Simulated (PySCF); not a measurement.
WO3, SMILES [O]=[W](=[O])=[O], multiplicity 1.

Coordinates come from a B3LYP-D3(BJ)/def2-TZVP optimisation. The multiplicity is an assumed one; other spin states were not compared. The isomer is the one that the SMILES or the coordinates give; other isomers of the formula were not compared. The def2 effective core potentials stand for the cores of W; spin–orbit coupling is left out.

Method: TDDFT-CAM-B3LYP/def2-SVPD run with PySCF 2.14.0.

Vertical excitations; the highest root listed may be one member of a degenerate set. Gas-phase values at a fixed geometry. State labels are in the subgroup Cs.

Task: List the lowest excited states. (An estimate is asked for; the answer gives what the named calculation found.)

Result: 
| state | symmetry | energy (eV) | λ (nm) | f | main pairs |
|---|---|---|---|---|---|
| S1 | A" | 2.45 | 506 | 0.000 | HOMO→LUMO 98 % |
| S2 | A" | 2.79 | 445 | 0.008 | HOMO−1→LUMO (degenerate set) |
| S3 | A' | 2.79 | 445 | 0.008 | HOMO−2→LUMO (degenerate set) |
| S4 | A' | 3.66 | 338 | 0.003 | HOMO−3→LUMO 97 % |
| S5 | A" | 4.79 | 259 | 0.000 | HOMO→LUMO+1 (degenerate set) |
| S6 | A' | 4.79 | 259 | 0.000 | HOMO→LUMO+2 (degenerate set) |
| S7 | A" | 4.96 | 250 | 0.012 | HOMO−5→LUMO (degenerate set) |
| S8 | A' | 4.96 | 250 | 0.012 | HOMO−4→LUMO (degenerate set) |
| S9 | A' | 5.20 | 239 | 0.004 | HOMO−6→LUMO 47 %, HOMO−1→LUMO+2 24 %, HOMO−2→LUMO+1 24 % |
| S10 | A" | 5.26 | 236 | 0.000 | HOMO−2→LUMO+2 48 %, HOMO−1→LUMO+1 48 % |
| T1 | A" | 2.33 | 533 | 0 | HOMO→LUMO 97 % |
| T2 | A" | 2.49 | 497 | 0 | HOMO−1→LUMO (degenerate set) |
| T3 | A' | 2.49 | 497 | 0 | HOMO−2→LUMO (degenerate set) |
| T4 | A' | 3.11 | 399 | 0 | HOMO−3→LUMO 92 % |
Triplets are in the Tamm–Dancoff approximation, which puts them higher than full response would, so one can lie above its singlet here.
